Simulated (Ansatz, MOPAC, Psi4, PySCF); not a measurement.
Reaction (SMILES): C[CH]C(C)CC -> [CH2]C(CC)CC

Quantity: isomerisation energy (enthalpy at 298 K), in kcal/mol. Terms: spin-orbit terms left out; non-relativistic; LANL2DZ all-electron up to Ne; PM7 with its own dispersion and hydrogen-bond terms; 6-311+G** with 5d; no dispersion term unless named; six Cartesian d functions in 6-31G* and its kin unless marked 5d; valence correlation only; open shells spin-unrestricted. Basis-set limits of correlation are two-point, X^-3; Hartree-Fock from the larger set. [CCSD(T)-MP2]/basis is that difference in the basis named. First-principles rows: single points at B3LYP-D3(BJ) geometries (Ansatz, a program for electronic structure), with unscaled harmonic terms from B3LYP/6-31G* (Ansatz) at its own minima. Semi-empirical rows: MOPAC heats of formation at their own minima for 298 K.

Coupled cluster (Ansatz) is a level with limits of its own, used here on species with T1 under 0.025 (0.045 for open shells) and stable references: RI-MP2/CBS(cc-pVTZ,cc-pVQZ)+[CCSD(T)-MP2]/cc-pVTZ.

Value to compare with, RI-MP2/CBS(cc-pVTZ,cc-pVQZ)+[CCSD(T)-MP2]/cc-pVTZ (Ansatz): 2.3 kcal/mol.

```tsv
level	program	isomerisation energy (enthalpy at 298 K) (kcal/mol)	difference
PM6	MOPAC	7.2	4.9
PM7	MOPAC	7.0	4.7
MNDO	MOPAC	7.0	4.7
HF/LANL2DZ	Ansatz	1.9	-0.4
BLYP/6-31G*	Ansatz	3.7	1.4
B3LYP/STO-3G	Ansatz	4.0	1.7
B3LYP/6-31G*	Ansatz	3.4	1.1
B3LYP/cc-pVDZ	Ansatz	3.2	0.9
B3LYP/6-311+G**	Ansatz	3.3	1.0
PBE0/6-31G*	Ansatz	3.4	1.1
wB97X-D/6-311+G**	Psi4	3.2	0.9
MP2/6-311+G**	Ansatz	1.9	-0.4
B3PW91/6-31G* (5d)	PySCF	3.4	1.1
PBE/def2-TZVPD	Ansatz	3.8	1.5
```

11 of the 13 habitual levels lie above RI-MP2/CBS(cc-pVTZ,cc-pVQZ)+[CCSD(T)-MP2]/cc-pVTZ (Ansatz); their mean absolute difference is 1.9 kcal/mol, the median 1.1.

The levels are drawn from those run, B3LYP/6-31G* more often than the rest, none by its result; left out are runs that failed, that the program found above a lower state of the same kind, or whose <S^2> lies over 0.5 above the pure value.
